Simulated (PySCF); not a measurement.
Assignment exercise: C$_{8}$H$_{14}$

Atoms are numbered as in `[CH2:1]=[C:2]1[CH2:3][CH2:4][CH2:5][C@H:6]([CH3:7])[CH2:8]1`. Hydrogens are named by the atom that carries them. Ha(C1) is cis to C3; Ha(C3), Ha(C4), Ha(C5), Ha(C8) are cis to C7 on the ring; Hb(C1) is trans to C3; Hb(C3), Hb(C4), Hb(C5), Hb(C8) are trans to C7 on the ring.

A single conformation, isolated molecule, relativity neglected, equivalent nuclei averaged. Geometry from GFN2-xTB; PBE0/pcSseg-1 with gauge-including orbitals; PySCF.

δ = σ(ref) − σ, references computed at the same level: TMS for $^{13}$C and $^{1}$H.

Problem. Assign these signals to the numbered atoms. $^{13}$C{$^{1}$H} NMR (computed): δ 158.5 (C), 112.8 (CH2), 48.2 (CH2), 39.8 (CH), 39.6 (CH2), 38.9 (CH2), 32.7 (CH2), 25.3 (CH3).

Solution. 
| δ (ppm) | atoms | environment | reason |
| --- | --- | --- | --- |
| 158.5 | C2 | fully substituted alkene carbon | an sp2 carbon of a C=C bond |
| 112.8 | C1 | terminal =CH2 carbon | an sp2 carbon of a C=C bond |
| 48.2 | C8 | allylic sp3 CH2 | aliphatic region, no heteroatom directly attached |
| 39.8 | C6 | sp3 CH in a ring | saturated and bonded to C and H only |
| 39.6 | C3 | allylic sp3 CH2 | aliphatic region, no heteroatom directly attached |
| 38.9 | C5 | sp3 CH2 in a ring | a saturated carbon with 2 carbon neighbours and no heteroatom attached |
| 32.7 | C4 | sp3 CH2 in a ring | – |
| 25.3 | C7 | methyl carbon | saturated and bonded to C and H only |

C6 and C3; C3 and C5 lie closer than the usual error of such a calculation, so a measured spectrum could show them in the other order.

Problem. Assign these signals to the numbered atoms. $^{1}$H NMR (500 MHz, computed): δ 4.96 (m, 1H), 4.96 (m, 1H), 2.29 (m, 1H), 2.24 (m, 1H), 1.98 (m, 1H), 1.88 (m, 1H), 1.74 (m, 1H), 1.65 (m, 1H), 1.36 (m, 1H), 1.28 (m, 1H), 1.01 (d, 3H), 0.93 (m, 1H).

Solution. 
4.96 → Ha(C1), hydrogen on a terminal =CH2 carbon: attached to an sp2 carbon and in the plane of the double bond
4.96 → Hb(C1), hydrogen on a terminal =CH2 carbon
2.29 → Hb(C3), hydrogen on an allylic sp3 CH2: allylic position
2.24 → Hb(C8), hydrogen on an allylic sp3 CH2
1.98 → Ha(C3), hydrogen on an allylic sp3 CH2
1.88 → Ha(C4), hydrogen on an sp3 CH2 in a ring
1.74 → Hb(C5), hydrogen on an sp3 CH2 in a ring: far from electronegative atoms and π systems
1.65 → Ha(C8), hydrogen on an allylic sp3 CH2: allylic position
1.36 → Hb(C4), hydrogen on an sp3 CH2 in a ring
1.28 → H(C6), hydrogen on an sp3 CH in a ring
1.01 → H(C7), hydrogen on a methyl carbon: far from electronegative atoms and π systems
0.93 → Ha(C5), hydrogen on an sp3 CH2 in a ring: far from electronegative atoms and π systems

Ha(C1) and Hb(C1); Hb(C3) and Hb(C8); Ha(C3) and Ha(C4); Hb(C5) and Ha(C8); Hb(C4) and H(C6); H(C7) and Ha(C5) lie closer than the usual error of such a calculation, so a measured spectrum could show them in the other order.

Shifts are as computed. Against solution values, carbons near 30 ppm lie about +3 ppm off and those near 130 ppm about +5 ppm. Of 1211 compounds with measured shifts, 218 miss one by over three times the rms of a fit or turn the order of signals round; such compounds aren't used in these exercises. Multiplicities follow the n + 1 count of equivalent neighbours, as no J values were calculated; m marks all less simple cases, F and P coupling included.
